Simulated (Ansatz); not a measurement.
Species: H$_{6}$BSi$_{2}$, SMILES `[SiH3][B][SiH3]` (charge 0, multiplicity 2), formula H₆BSi₂.

Problem. How many basis functions does frozen-core CCSD(T)/cc-pVTZ // PBE0-D4/def2-TZVP run with Ansatz (a quantum-chemistry and plane-wave program) use, how many core orbitals are frozen, and how many electrons are correlated?

Solution. 182 basis functions and 11 frozen orbitals, which leaves 17 correlated electrons. Core time is of the order of minutes.
